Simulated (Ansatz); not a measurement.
Two isomers of C2H4BrFSi: A = `C=C[SiH](F)Br`, B = `FC1(Br)C[SiH2]1`.

Computed with Ansatz on PBE0-D4/def2-TZVP structures; ΔE is electronic, products minus reactants. CCSD(T)/CBS is the MP2 limit (def2-TZVPP, def2-QZVPP) plus CCSD(T) − MP2 in def2-TZVPP, frozen cores. DFT in def2-TZVPP. B3LYP here is the variant with VWN-RPA as its local correlation; programs differ in this. For Br outer-core shells are correlated without core-valence functions, which leaves a few kJ/mol of doubt a bond. Scalar relativity is left out up to krypton. One conformer a species, not always the lowest.

Question: Which is lower in electronic energy at CCSD(T)/CBS, and by how much? (Best estimate.)

Answer: Computed: A, by 103.0 kcal/mol.

Question: Give E(B) − E(A) in kcal/mol with B2PLYP, PBE0-D4, CCSD(T)/def2-TZVPP, ωB97M-V, CCSD/def2-TZVPP, HF/def2-TZVPP, B3LYP. (Best estimate.)

Answer: The calculation gave: B2PLYP 102.3, PBE0-D4 95.1, CCSD(T)/def2-TZVPP 101.4, ωB97M-V 99.3, CCSD/def2-TZVPP 103.1, HF/def2-TZVPP 113.3, B3LYP 100.9. None reverses the order clearly.

Largest T1 diagnostic: 0.011.

From PBE to PBE0 (25 % exact exchange), in def2-TZVPP and without D4, E(B) − E(A) moves by +3.7 kcal/mol. In def2-TZVPP, CCSD(T) changes the Hartree–Fock value by −11.9 kcal/mol (the triples alone add −1.7 kcal/mol) and MP2 by −10.8 kcal/mol.
